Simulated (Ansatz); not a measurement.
Cost against result

Saddle point of GaSiNH5Cl, closed shell (GaSiNH₅Cl ([NH2][Ga]([SiH3])[Cl]) → GaNHCl ([NH][Ga][Cl]) + SiH₄; bonds formed: Si2–H4; bonds broken: Ga1–Si2, N3–H4), PBE0-D4/def2-TZVP structure:

Ga1  (-0.986, 1.031, 0.398)
Si2  (1.138, -0.778, 0.105)
N3  (-1.577, 0.372, -1.112)
H4  (-0.278, -0.329, -0.737)
Cl5  (-0.608, 2.069, 2.206)
H6  (1.550, -1.811, -0.882)
H7  (2.218, 0.241, 0.211)
H8  (0.962, -1.427, 1.433)
H9  (-2.420, 0.633, -1.622)
(Å)

Barriers are electronic and count from the start structure reached by relaxing down the imaginary mode.

Program: Ansatz 0.2.0. Basis: as named in each row. Cores are frozen in the correlated methods. Filled d shells of the heavier atoms are correlated. The def2 sets are not built for correlating such inner shells, so the correlated values are less sure here. B3LYP uses VWN-RPA correlation. Extrapolation: Hartree–Fock as exp(−7.88 √X), correlation as X^−2.97.

Times are rough, for one single point on 4 threads of a shared host (Arm Neoverse V2).

The estimate by CCSD(T) at an estimated basis limit (MP2 extrapolated from triple and quadruple zeta, plus CCSD(T) − MP2 in triple zeta) is 86.89 kcal/mol.

```
      method       basis  time (s)  barrier (kcal/mol)  method less estimate
          HF      STO-3G   under 1              135.23                 48.34
       SPW92    def2-SVP   under 1               76.92                 -9.97
      PBE-D4      STO-3G   under 1               76.01                -10.88
      PBE-D4    def2-SVP   under 1               78.14                 -8.75
    B3LYP-D4       6-31G   under 1               94.66                  7.78
     PBE0-D4    def2-SVP         1               88.25                  1.36
       SPW92  def2-TZVPP         1               75.85                -11.04
     BLYP-D4  def2-TZVPP         2               78.01                 -8.88
      PBE-D4  def2-TZVPP         2               77.09                 -9.80
    B3LYP-D4  def2-TZVPP         2               85.54                 -1.35
    BHLYP-D4  def2-TZVPP         3               95.62                  8.73
     PBE0-D4  def2-TZVPP         3               86.16                 -0.73
CAM-B3LYP-D4  def2-TZVPP         3               90.67                  3.78
   r2SCAN-D4  def2-TZVPP         4               83.10                 -3.79
  r2SCAN0-D4  def2-TZVPP         4               89.63                  2.74
     CCSD(T)    def2-SVP         5               89.86                  2.97
      B2PLYP  def2-TZVPP         5               85.36                 -1.53
     wB97M-V    def2-SVP         5               92.31                  5.42
    PBE-QIDH  def2-TZVPP         5               89.44                  2.55
  RPA on PBE  def2-TZVPP         5               83.82                 -3.07
     wB97X-V  def2-TZVPP         6               92.03                  5.14
      B97M-V  def2-TZVPP         8               84.98                 -1.91
     wB97M-V  def2-TZVPP         8               90.01                  3.12
         MP2  def2-QZVPP        20               84.45                 -2.43
     CCSD(T)  def2-TZVPP       110               86.75                 -0.14
```

All methods are single points on the PBE0-D4 structures.

The T1 diagnostic stays at or below 0.020.

Labels in which every atom is bracketed show which atoms are joined, not bond orders.
